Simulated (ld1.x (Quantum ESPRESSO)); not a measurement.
## Logarithmic derivatives: zinc, ultrasoft

| Property | Result |
| --- | --- |
| Element | Zn (Z = 30) |
| Generator | ld1.x (Quantum ESPRESSO) 7.5 |
| Type | ultrasoft |
| Functional | PBE |
| Relativity | scalar-relativistic |
| Frozen core | [Ar] |
| Valence charge | 12 |
| Reference configuration | 3d10 4s2 4p0 |
| Partial waves | 4s (bound): rcut 1.65, rcutus 1.95 bohr; 4s channel at 0.2 Ry: rcut 1.65, rcutus 1.95 bohr; 4p (bound, empty): rcut 2.60, rcutus 3.15 bohr; 4p channel at 0.2 Ry: rcut 2.60, rcutus 3.15 bohr; 3d (bound): rcut 1.10, rcutus 1.20 bohr; 3d channel at -0.15 Ry: rcut 1.10, rcutus 1.20 bohr; 4f channel at 0.05 Ry: rcut 2.50, rcutus 2.90 bohr; 4f channel at 2.75 Ry: rcut 2.50, rcutus 2.90 bohr |
| Local potential | all-electron potential smoothed inside 2.20 bohr (lloc = -1) |
| Core correction | Bessel-smoothed model core, default radius (core density twice the valence density) |
| Augmentation charge | PSQ, inside the norm-conserving radii |

The phase is arctan(r·u′/u) with u = r·R(r), unwrapped; energies in Ry, scanned from -3 to 5 Ry. A pole is an energy at which the radial function vanishes at the test radius. The pseudo phase is shifted by a multiple of π to meet the all-electron one at the reference energy, and phase errors are pseudo minus all-electron; the curves can meet again beyond the range given. Levels narrower than the energy grid can be missing from the lists of poles.

| channel | radius (bohr) | reference energy (Ry) | poles, all-electron | poles, pseudo | unbroken range about the reference energy with phases within 0.05 rad | phase error 1 Ry above the reference energy (rad) |
| --- | --- | --- | --- | --- | --- | --- |
| s | 3.38 | -0.44 | 0.01, 4.04 | 0.01, 4.00 | the whole range | -0.000 |
| p | 3.38 | -0.08 | 0.77, 4.90 | 0.76, 4.21 | below 2.1 | -0.000 |
| d | 3.38 | -0.75 | -0.73, 2.13 | -0.73, 2.14 | below 3.7 | -0.000 |
| f | 3.38 | 0.05 | 3.13 | 3.13 | below 4.6 | +0.000 |

Phases in the p channel:

```
E (Ry)  all-electron  pseudo
 -3.00         1.393   1.392
 -2.76         1.384   1.384
 -2.52         1.374   1.374
 -2.28         1.363   1.363
 -2.04         1.349   1.349
 -1.80         1.332   1.332
 -1.56         1.310   1.310
 -1.32         1.282   1.282
 -1.08         1.241   1.241
 -0.84         1.179   1.179
 -0.60         1.067   1.067
 -0.36         0.815   0.815
 -0.12         0.036   0.036
  0.12        -0.996  -0.996
  0.36        -1.359  -1.359
  0.60        -1.508  -1.508
  0.84        -1.594  -1.595
  1.08        -1.659  -1.660
  1.32        -1.720  -1.721
  1.56        -1.786  -1.791
  1.80        -1.876  -1.889
  2.04        -2.024  -2.062
  2.28        -2.336  -2.485
  2.52        -3.104  -3.490
  2.76        -3.937  -4.164
  3.00        -4.285  -4.408
  3.24        -4.439  -4.524
  3.48        -4.525  -4.593
  3.72        -4.580  -4.641
  3.96        -4.619  -4.679
  4.20        -4.649  -4.711
  4.44        -4.674  -4.741
  4.68        -4.695  -4.771
  4.92        -4.714  -4.805
```
